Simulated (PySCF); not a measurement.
Compound: C₁₀H₁₀S.
Bonds: C1–C2, C2–C3, C3–C4 (aromatic), C4–C5 (aromatic), C5–C6 (aromatic), C6–C7 (aromatic), C7–C8 (aromatic), C8–S9 (aromatic), S9–C10 (aromatic), C10–C11 (aromatic), C3–C11 (aromatic), C7–C11 (aromatic). Hydrogens: H12, H13, H14 on C1; H15, H16 on C2; H17 on C4; H18 on C5; H19 on C6; H20 on C8; H21 on C10.

Method: PySCF, PBE0-D3(BJ)/def2-SVP geometry optimisation, gas phase.

**Question.** Give the optimised bond lengths and angles.

**Answer.** 
| bond | length (bohr) |
| --- | --- |
| C1–C2 | 2.888 |
| C2–C3 | 2.839 |
| C3–C4 | 2.594 |
| C4–C5 | 2.699 |
| C5–C6 | 2.583 |
| C6–C7 | 2.696 |
| C7–C8 | 2.625 |
| C8–S9 | 3.214 |
| S9–C10 | 3.215 |
| C10–C11 | 2.627 |
| C3–C11 | 2.715 |
| C7–C11 | 2.737 |
| C1–H12, C1–H13, C1–H14 | 2.080 |
| C2–H15, C2–H16 | 2.083 |
| C4–H17 | 2.067 |
| C5–H18 | 2.065 |
| C6–H19 | 2.064 |
| C8–H20 | 2.057 |
| C10–H21 | 2.056 |

Bonds in one row agree within 0.02 bohr and their mean is given. A selection of angles:
| angle | degrees |
| --- | --- |
| C1–C2–C3 | 113.2 |
| C2–C3–C4 | 122.0 |
| C2–C3–C11 | 120.4 |
| C4–C3–C11 | 117.6 |
| C3–C4–C5 | 122.5 |
| C4–C5–C6 | 121.3 |
| C5–C6–C7 | 118.9 |
| C6–C7–C8 | 128.4 |
| C6–C7–C11 | 119.6 |
| C8–C7–C11 | 112.0 |
| C7–C8–S9 | 111.3 |
| C8–S9–C10 | 93.7 |
| S9–C10–C11 | 111.4 |
| C3–C11–C10 | 128.2 |
| C3–C11–C7 | 120.1 |
| C7–C11–C10 | 111.7 |

Torsions: C1–C2–C3–C4 -101° (anticlinal). The mirror-image conformer, all signs reversed, is as good.

The 5-membered ring C7–C8–S9–C10–C11 has internal angles of 93.7° to 112.0° (sum 540°, against 540° for a flat polygon); it is planar, 0.00 Å rms from its mean plane, widest ring torsion 0°. The 6-membered ring C3–C4–C5–C6–C7–C11 has internal angles of 117.6° to 122.5° (sum 720°, against 720° for a flat polygon); it is planar, 0.00 Å rms from its mean plane, widest ring torsion 0°. The C–C distances run from 1.367 Å (C5–C6, aromatic) to 1.528 Å (C1–C2, drawn single), a spread of 0.161 Å. Of the pairs four or more bonds apart, C10···H16 is among the closest relative to their van der Waals radii: 2.84 Å, 98 % of the sum of Bondi's values.

Point group: C1 (no symmetry element, even within 0.4 Å). No PBE0-D3(BJ)/def2-SVP frequencies stand behind this structure, so it isn't proved a minimum. The numbers are those of one conformer.
